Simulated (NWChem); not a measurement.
The numbers come from NWChem runs, not from measurements. System: H$_{3}$BN, charge 0, spin multiplicity 2, at a geometry optimised with UB3LYP/def2-SVP. The structure started from a generated list of species. Its SCF solution wasn't tested for a lower state. Level: UMP2/def2-TZVP, 2 core orbitals frozen.

Input file:

```
start mol
memory heap 200 mb stack 900 mb global 1100 mb
geometry units angstroms nocenter noautoz
  B      0.686454    -0.102372     0.000000
  N     -0.630134     0.097508     0.000000
  H      1.461679     0.840117     0.000000
  H      1.143972    -1.234408     0.000000
  H     -1.626986     0.223595     0.000000
  symmetry group Cs
end
basis spherical
  * library def2-tzvp
end
scf
  uhf
  nopen 1
  maxiter 100
  thresh 1e-7
  semidirect memsize 60000000 filesize 0
  # guess.movecs holds the orbitals of an unrestricted PBE0 run
  vectors input guess.movecs output mol.movecs
end
mp2
  freeze core 2
end
task mp2 energy
```

Part of the output:

```
             Northwest Computational Chemistry Package (NWChem) 7.3.0
             --------------------------------------------------------

                                NWChem Input Module
                                -------------------

 Scaling coordinates for geometry "geometry" by  1.889725989
 (inverse scale =  0.529177249)

 Turning off AUTOSYM since
 SYMMETRY directive was detected!

                             Geometry "geometry" -> ""
                             -------------------------

 Output coordinates in angstroms (scale by  1.889725989 to convert to a.u.)

  No.       Tag          Charge          X              Y              Z
 ---- ---------------- ---------- -------------- -------------- --------------
    1 B                    5.0000     0.68645400    -0.10237200     0.00000000
    2 N                    7.0000    -0.63013400     0.09750800     0.00000000
    3 H                    1.0000     1.46167900     0.84011700     0.00000000
    4 H                    1.0000     1.14397200    -1.23440800     0.00000000
    5 H                    1.0000    -1.62698600     0.22359500     0.00000000

 Effective nuclear repulsion energy (a.u.)      26.9901232741

            Nuclear Dipole moment (a.u.)
            ----------------------------
        X                 Y               Z
 ---------------- ---------------- ----------------
    -0.0000056692    -0.0000000000     0.0000000000

      Symmetry information
      --------------------

 Group name             Cs
 Group number              2
 Group order               2
 No. of unique centers     5

      Symmetry unique atoms

     1    2    3    4    5


 Summary of "ao basis" -> "" (spherical)
 ------------------------------------------------------------------------------
       Tag                 Description            Shells   Functions and Types
 ---------------- ------------------------------  ------  ---------------------
 *                         def2-tzvp                  on all atoms

 Summary of "ao basis" -> "ao basis" (spherical)
 ------------------------------------------------------------------------------
       Tag                 Description            Shells   Functions and Types
 ---------------- ------------------------------  ------  ---------------------
 B                         def2-tzvp                11       31   5s3p2d1f
 N                         def2-tzvp                11       31   5s3p2d1f
 H                         def2-tzvp                 4        6   3s1p

                                 NWChem SCF Module
                                 -----------------

  ao basis        = "ao basis"
  functions       =    80
  atoms           =     5
  alpha electrons =     8
  beta  electrons =     7
  charge          =   0.00
  wavefunction    = UHF
  use symmetry    = T
  symmetry adapt  = T

 Summary of "ao basis" -> "ao basis" (spherical)
 ------------------------------------------------------------------------------
       Tag                 Description            Shells   Functions and Types
 ---------------- ------------------------------  ------  ---------------------
 B                         def2-tzvp                11       31   5s3p2d1f
 N                         def2-tzvp                11       31   5s3p2d1f
 H                         def2-tzvp                 4        6   3s1p

      Symmetry analysis of basis
      --------------------------

        a'         57
        a"         23

 Forming initial guess at       0.0s

   Symmetry analysis of molecular orbitals - initial alpha
   -------------------------------------------------------

  Numbering of irreducible representations:

     1 a'          2 a"

  Orbital symmetries:

     1 a'          2 a'          3 a'          4 a'          5 a'
     6 a'          7 a"          8 a'          9 a"         10 a'
    11 a'         12 a'         13 a'         14 a'         15 a"
    16 a'         17 a'         18 a'

   Symmetry analysis of molecular orbitals - initial beta
   ------------------------------------------------------

  Numbering of irreducible representations:

     1 a'          2 a"

  Orbital symmetries:

     1 a'          2 a'          3 a'          4 a'          5 a'
     6 a'          7 a"          8 a'          9 a"         10 a'
    11 a'         12 a'         13 a'         14 a'         15 a"
    16 a'         17 a'         18 a'

 Starting SCF solution at       0.0s

 ----------------------------------------------
         Quadratically convergent UHF

 Convergence threshold     :          1.000E-07
 Maximum no. of iterations :          100
 Integral*density screening:          1.000E-09
 ----------------------------------------------

              iter       energy          gnorm     gmax       time
             ----- ------------------- --------- --------- --------
                 1      -80.8562482326  3.84D-01  9.45D-02      0.3
                 2      -80.8732696878  2.58D-02  9.77D-03      0.4
                 3      -80.8734855960  4.45D-04  1.22D-04      0.5
                 4      -80.8734857217  2.40D-07  7.37D-08      0.8
                 5      -80.8734857217  6.21D-09  1.97D-09      0.9

       Final UHF  results
       ------------------

         Total SCF energy =    -80.873485721748
      One electron energy =   -162.010323653585
      Two electron energy =     54.146714657751
 Nuclear repulsion energy =     26.990123274086

                       Sz =      0.5000
                 Sz(Sz+1) =      0.7500
                      S^2 =      0.7751

        Time for solution =      0.9s
[...]
     6      0.256243  1 B  px                 4      0.197520  1 B  s
     9      0.187912  1 B  px                64      0.163604  3 H  s
    70      0.163478  4 H  s                  3      0.154408  1 B  s
    37     -0.155020  2 N  px

 Vector    6  Occ=1.000000D+00  E=-4.799961D-01  Symmetry=a'
              MO Center=  9.3D-01, -1.4D-01,  6.0D-16, r^2= 1.7D+00
   Bfn.  Coefficient  Atom+Function         Bfn.  Coefficient  Atom+Function
  ----- ------------  ---------------      ----- ------------  ---------------
     7      0.300067  1 B  py                10      0.249279  1 B  py
    64      0.195481  3 H  s                 70     -0.194731  4 H  s

 Vector    7  Occ=1.000000D+00  E=-4.306909D-01  Symmetry=a"
              MO Center= -4.1D-01,  6.3D-02,  9.0D-16, r^2= 1.2D+00
   Bfn.  Coefficient  Atom+Function         Bfn.  Coefficient  Atom+Function
  ----- ------------  ---------------      ----- ------------  ---------------
    39      0.367691  2 N  pz                42      0.350850  2 N  pz
    45      0.282666  2 N  pz                 8      0.171871  1 B  pz

 Vector    8  Occ=0.000000D+00  E= 8.254851D-02  Symmetry=a'
              MO Center= -3.4D-01,  6.4D-02,  1.7D-17, r^2= 2.7D+00
   Bfn.  Coefficient  Atom+Function         Bfn.  Coefficient  Atom+Function
  ----- ------------  ---------------      ----- ------------  ---------------
    65      0.858395  3 H  s                 71     -0.846754  4 H  s
    13     -0.740142  1 B  py                44     -0.458419  2 N  py
    38     -0.273844  2 N  py                41     -0.252517  2 N  py

 Vector    9  Occ=0.000000D+00  E= 1.244281D-01  Symmetry=a"
              MO Center=  8.4D-01, -1.3D-01,  3.0D-14, r^2= 4.8D+00
   Bfn.  Coefficient  Atom+Function         Bfn.  Coefficient  Atom+Function
  ----- ------------  ---------------      ----- ------------  ---------------
    14      1.040399  1 B  pz                45     -0.529578  2 N  pz
     8      0.177831  1 B  pz                39     -0.178546  2 N  pz

 Vector   10  Occ=0.000000D+00  E= 1.307635D-01  Symmetry=a'
              MO Center= -1.4D+00,  1.8D-01, -2.0D-14, r^2= 5.5D+00
   Bfn.  Coefficient  Atom+Function         Bfn.  Coefficient  Atom+Function
  ----- ------------  ---------------      ----- ------------  ---------------
    36      2.255050  2 N  s                  5     -1.738222  1 B  s
    77     -1.576885  5 H  s                 12      0.630092  1 B  px
     4      0.573770  1 B  s                 43     -0.507829  2 N  px
    35     -0.282107  2 N  s                 71      0.277642  4 H  s
    65      0.259027  3 H  s                 34      0.204954  2 N  s

 center of mass
 --------------
 x =  -0.01888001 y =   0.00447121 z =   0.00000000

 moments of inertia (a.u.)
 ------------------
           9.091041824639           7.804969231616           0.000000000000
           7.804969231616          60.297829618453           0.000000000000
           0.000000000000           0.000000000000          69.388871443092

  Mulliken analysis of the total density
  --------------------------------------

    Atom       Charge   Shell Charges
 -----------   ------   -------------------------------------------------------
    1 B    5     4.99   0.91  1.07  0.47  0.47  0.04  0.95  0.82  0.10  0.06  0.06  0.02
    2 N    7     7.31   0.82  1.16  0.55  0.77  0.14  1.47  1.65  0.73  0.00  0.02  0.00
    3 H    1     1.01   0.25  0.53  0.22  0.01
    4 H    1     1.01   0.25  0.53  0.22  0.01
    5 H    1     0.69   0.24  0.37  0.04  0.04

  Mulliken analysis of the alpha density
  --------------------------------------

    Atom       Charge   Shell Charges
 -----------   ------   -------------------------------------------------------
    1 B    5     2.34   0.46  0.53  0.23  0.21  0.02  0.44  0.34  0.03  0.04  0.04  0.01
    2 N    7     4.23   0.41  0.58  0.29  0.41  0.08  0.95  1.06  0.44  0.00  0.01  0.00
    3 H    1     0.56   0.14  0.29  0.13  0.00
    4 H    1     0.56   0.14  0.29  0.13  0.00
    5 H    1     0.31   0.11  0.16  0.01  0.02

   Mulliken analysis of the beta density
   -------------------------------------

    Atom       Charge   Shell Charges
 -----------   ------   -------------------------------------------------------
    1 B    5     2.65   0.46  0.53  0.25  0.26  0.03  0.52  0.48  0.07  0.03  0.03  0.01
    2 N    7     3.08   0.41  0.58  0.26  0.35  0.06  0.52  0.59  0.29  0.00  0.01  0.00
    3 H    1     0.45   0.11  0.23  0.09  0.01
    4 H    1     0.45   0.11  0.23  0.09  0.01
    5 H    1     0.38   0.13  0.21  0.02  0.02

   Mulliken analysis of the spin density
   -------------------------------------

    Atom       Charge   Shell Charges
 -----------   ------   -------------------------------------------------------
    1 B    5    -0.31  -0.00  0.00 -0.02 -0.05 -0.01 -0.08 -0.13 -0.04  0.01  0.01  0.00
    2 N    7     1.14   0.00 -0.00  0.03  0.06  0.02  0.43  0.47  0.14 -0.00 -0.00 -0.00
    3 H    1     0.11   0.02  0.06  0.03 -0.00
    4 H    1     0.11   0.02  0.06  0.04 -0.00
    5 H    1    -0.06  -0.02 -0.04 -0.01  0.01

       Multipole analysis of the density wrt the origin
       ------------------------------------------------

     L   x y z        total         alpha         beta         nuclear
     -   - - -        -----         -----         ----         -------
     0   0 0 0     -0.000000     -8.000000     -7.000000     15.000000

     1   1 0 0     -0.683681      0.121873     -0.805548     -0.000006
     1   0 1 0      0.091271     -0.031548      0.122819     -0.000000
     1   0 0 1      0.000000      0.000000     -0.000000      0.000000

     2   2 0 0     -7.999811    -25.427362    -22.667782     40.095333
     2   1 1 0     -0.355415      2.277303      2.114665     -4.747383
     2   1 0 1      0.000000      0.000000      0.000000      0.000000
     2   0 2 0    -10.631636    -10.627311     -8.569556      8.565231
     2   0 1 1      0.000000      0.000000      0.000000      0.000000
     2   0 0 2    -10.451147     -5.287246     -5.163900      0.000000

                   NWChem MP2 Semi-direct Energy/Gradient Module
                   ---------------------------------------------

  Basis functions       =     80
  Molecular orbitals    =     80
  Frozen core           =      2
  Frozen virtuals       =      0
  Active alpha occupied =      6
  Active beta occupied  =      5
  Active alpha virtual  =     72
  Active beta virtual   =     73
  Use MO symmetry       = T
  Use skeleton AO sym   = T

  AO/Fock/Back tols     =   1.0D-09  1.0D-09  1.0D-09

 GA uses MA = F    GA memory limited = T

 Available:
  local mem=  1.26D+08
 global mem=  1.44D+08
 local disk=  0.00D+00
  mp2_memr nvloc                    72
  nvloc new                    72
   1 passes of   6:        5242880                      34647                   4768466.
   1 passes of   6: M    126152813           G      144166400           F     120909933.

 Semi-direct pass number   1 of   1  for UHF alpha       at        0.9s
  vrange nnbf                  3239
  mp2_eaftype                    18  avail_ma_in_mb                  1099
 EAF : mp2_eaftype filesize          18    2384233.
  mp2_eaf for mointskh                     18
Node 0 wrote     11.2 Mb in      0.0 s     Agg I/O rate:  5435.5 Mb/s
 Done moints_semi at        1.5s
  mp2_eaftype                    18  avail_ma_in_mb                  1081
 EAF : mp2_eaftype filesize          18    2384233.
  mp2_eaf for kh                    18
 Done maket at        1.6s
 Done multipass loop at        1.6s

 GA uses MA = F    GA memory limited = T

 Available:
  local mem=  1.26D+08
 global mem=  1.44D+08
 local disk=  0.00D+00
  mp2_memr nvloc                    73
  nvloc new                    73
   1 passes of   5:        5242880                      31298                   4030622.
   1 passes of   5: M    126152813           G      144166400           F     120909933.

 Semi-direct pass number   1 of   1  for UHF beta        at        1.6s
  vrange nnbf                  3239
  mp2_eaftype                    15  avail_ma_in_mb                  1099
 EAF : mp2_eaftype filesize          15    2015311.
  mp2_eaf for mointskh                     15
Node 0 wrote      9.5 Mb in      0.0 s     Agg I/O rate:  5533.9 Mb/s
 Done moints_semi at        2.1s
  mp2_eaftype                    15  avail_ma_in_mb                  1084
 EAF : mp2_eaftype filesize          15    2015311.
  mp2_eaf for kh                    15
 Done maket at        2.2s
 Done multipass loop at        2.2s

          -------------------------------------------
          SCF energy                 -80.873485721748
          Correlation energy          -0.273905327335
          Singlet pairs                0.000000000000
          Triplet pairs                0.000000000000
          Total MP2 energy           -81.147391049083
          -------------------------------------------

          ---------------------------------------------------
                    Spin Component Scaled (SCS) MP2
          Same spin pairs                     -0.058915843589
          Same spin scaling factor             0.333333333333
          Opposite spin pairs                 -0.214989483746
          Opposite spin scaling fact.          1.200000000000
          SCS-MP2 correlation energy          -0.277625995025
          Total SCS-MP2 energy               -81.151111716773
          ---------------------------------------------------

 -----------------------
 Performance information
 -----------------------

 Timer overhead =  1.34D-07 seconds/call

               Nr. of calls         CPU time (s)                 Wall time (s)                GFlops
             ---------------    -------------------     ------------------------------   -------------------
Name         Min   Avg   Max    Min     Avg     Max     Min     Avg     Max   Mx/calls   Min     Max     Sum
mp2: moin     2     2     2    1.2     1.2     1.2      1.2     1.2     1.2    0.58      0.0     0.0     0.0
mp2: make     2     2     2   6.98E-2 6.98E-2 6.98E-2  6.98E-2 6.98E-2 6.98E-2 3.49E-2   0.0     0.0     0.0
mp2: tota     1     1     1    1.3     1.3     1.3      1.3     1.3     1.3     1.3      0.0     0.0     0.0

 The average no. of pstat calls per process was 5.00D+00
 with a timing overhead of 6.70D-07s

 Task  times  cpu:        2.2s     wall:        2.2s

 Total times  cpu:        2.2s     wall:        2.2s
```
